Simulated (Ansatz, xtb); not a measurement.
Ranking isomers of FInNP

3 gas-phase structures of FInNP, found in a search over its isomers (lower ones may exist). Each was relaxed with GFN2-xTB:

A. a singlet given by its coordinates
B. a triplet given by its coordinates
C. `F/P=[N]/[In]`, a triplet

A (Å):

```xyz
4

F    -1.9298   -2.8493    1.4932
In   -1.8798   -0.6159    2.1976
N     0.2843   -1.6107    2.7024
P     0.1760   -3.0043    2.2343
```

Close contacts (Å): F1–In2 2.34, In2–N3 2.43, In2–P4 3.15, N3–P4 1.47.

B (Å):

```yaml
atoms:
  - { symbol: F, position_ang: [-1.7394, -3.1382, 1.6179] }
  - { symbol: In, position_ang: [-1.7393, -0.6060, 2.4266] }
  - { symbol: N, position_ang: [0.0635, -1.6784, 2.6079] }
  - { symbol: P, position_ang: [-0.0146, -3.2135, 2.0956] }
```

Close contacts (Å): F1–P4 1.79, In2–N3 2.11, In2–P4 3.14, N3–P4 1.62.

**Question.** Make a reasoned guess at their ranking by r2SCAN-D4/def2-SVP//GFN2-xTB single-point energy.

**Answer.** Calculated order at r2SCAN-D4/def2-SVP//GFN2-xTB: A (0.000), B (1.851), C (2.022) eV.

Energies above the lowest of each column, in eV:

```csv
structure,HF/STO-3G,r2SCAN-D4/def2-SVP//GFN2-xTB
A,0.801,0.000
B,0.016,1.851
C,0.000,2.022
```

r2SCAN-D4/def2-SVP//GFN2-xTB puts A lowest; HF/STO-3G picks C. Some further structures that were screened fall inside this span and aren't listed. Frequencies (r2SCAN-D4/def2-SVP) were run for B alone. GFN2-xTB has no spin polarisation and isn't compared across spin states. Open shells are spin-unrestricted. Atoms past krypton carry core potentials in the def2 sets, without spin–orbit terms.

Programs: Ansatz 0.2.0, xtb 6.7.1.
